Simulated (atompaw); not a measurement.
# Pseudopotential generation for manganese: PAW (atompaw), PBEsol, scalar-relativistic.

* Element: manganese
* Generator: atompaw 4.2.0.5
* Type: PAW
* Functional: PBEsol
* Relativity: scalar-relativistic
* Frozen core: [Ne] 3s2
* Valence charge: 13
* Reference configuration: 3p6 3d5 4s1.75 4p0.25
* Partial waves: 4s (bound): rc 2.70 bohr; 4s channel at 0.15 Ry: rc 2.70 bohr; 3p (bound): rc 0.95 bohr; 4p (bound): rc 2.70 bohr; 3d (bound): rc 1.05 bohr; 3d channel at 3.2 Ry: rc 1.05 bohr
* Local potential: vpsmatchnc scheme with l = 3 at -0.5 Ry, radius 2.55 bohr
* Core correction: smooth core density matched at 1.95 bohr
* Augmentation charge: besselshape compensation charge, radius 2.40 bohr; PAW radius 2.70 bohr; waves and projectors: custom polynom2 7 10 vanderbiltortho

All-electron outer shells of the reference configuration (PBEsol, scalar-relativistic, ld1.x):

```
shell  level (eV)  outermost node (bohr)  outermost maximum (bohr)
   2p     -630.17                      –                      0.19
   3s      -86.07                   0.34                      0.74
   3p      -54.91                   0.31                      0.75
   3d       -7.21                      –                      0.76
   4s       -5.39                   1.05                      2.51
   4p       -1.56                   1.16                      3.38
```

What the tests gave:

| Quantity | Value |
| --- | --- |
| Lowest eigenvalue of the overlap operator | 0.58 (p channel) |
| Overlap eigenvalues printed by atompaw (projector basis) | 0.349, 0.837, 0.936, 496, 612, 3.21e+04 |
| Share of each valence orbital outside the PAW sphere | 4s 56 %, 3p 0 %, 4p 82 %, 3d 4 % |

A Bessel basis up to 400 Ry misses an occupied level by 0.10 Ry, so cutoffs and ghosts were not judged.

Generation and tests took about 5.3 s on one core of a shared server CPU.
